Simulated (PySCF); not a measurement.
C3H9MgN. Atoms are numbered in the order given.

```xyz
14

Mg     0.0515     0.7964     0.6751
C     -0.2794    -0.4683    -1.0002
C     -1.2285    -1.6327    -0.6772
C      1.0312    -0.9877    -1.6112
H     -0.7752     0.1649    -1.7617
H     -1.4171    -2.2690    -1.5662
H     -0.8144    -2.3025     0.0982
H     -2.2139    -1.2905    -0.3159
H      1.7023    -0.1729    -1.9340
H      0.8470    -1.6225    -2.5022
H      1.6008    -1.6131    -0.9001
N      0.3468     1.9286     2.1723
H      1.1380     2.5537     2.3162
H     -0.2529     2.0267     2.9897
```

Geometry optimised at B3LYP-D3(BJ)/def2-SVP. The structure was generated by enumeration; whether it is a known compound was not checked. Other conformers were not sampled.

All values below come from PySCF with PBE/def2-TZVP.

ESP charges are fitted to the potential on shells at 1.4 to 2.0 van der Waals radii. Atomic charges (e):

```
atom  meta-Löwdin  ESP fit  Löwdin
----  -----------  -------  ------
Mg1          1.24     0.91    0.49
C2          -0.54    -0.11   -0.47
C3          -0.34    -0.11   -0.34
C4          -0.34    -0.13   -0.34
H5           0.09    -0.05    0.15
H6           0.10     0.04    0.11
H7           0.10     0.00    0.12
H8           0.10     0.01    0.12
H9           0.10     0.01    0.12
H10          0.10     0.04    0.11
H11          0.10     0.00    0.12
N12         -1.11    -1.46   -0.50
H13          0.21     0.43    0.14
H14          0.21     0.43    0.14
```
